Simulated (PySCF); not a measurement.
## Radial density of Sn (tin, neutral)

r2SCANh, [Kr] 4d10 5s1 5p2 6s1, high-spin 5P determinant (an excited configuration). Computed with PySCF 2.14 in x2c-QZVPPall with one added diffuse shell each of s, p, d, f type (14s10p8d5f1g, 128 functions), with the spin-free X2C one-electron Hamiltonian (Gaussian nucleus).

| r (bohr) | 4πr²ρ (e/bohr) | 4πr²(ρα − ρβ) |
| --- | --- | --- |
| 0.0304 | 58.73 | 0.0136 |
| 0.0511 | 59.98 | 0.0355 |
| 0.0859 | 82.30 | 0.0435 |
| 0.145 | 61.22 | -0.0215 |
| 0.243 | 66.77 | 0.1019 |
| 0.409 | 36.95 | 0.0028 |
| 0.688 | 22.52 | 0.2258 |
| 1.16 | 13.87 | 0.0199 |
| 1.95 | 2.884 | 1.4013 |
| 3.27 | 0.8305 | 0.8027 |
| 5.51 | 0.2500 | 0.2500 |
| 9.26 | 0.08025 | 0.0803 |
| 15.6 | 0.0004198 | 0.0004 |

Densities and radii are taken from the X2C orbitals without a picture-change correction, which distorts them close to the nucleus.

The outer electron is Rydberg-like, and this basis confines it to a smaller radius and binds it less than a complete one would.

Q: Where is the radial spin density 4πr²(ρα − ρβ) most negative, and why is it negative at all?

A: Around r = 0.145 bohr, down to -0.0215 e/bohr: exchange with the open shell polarises the paired shells in an unrestricted calculation.
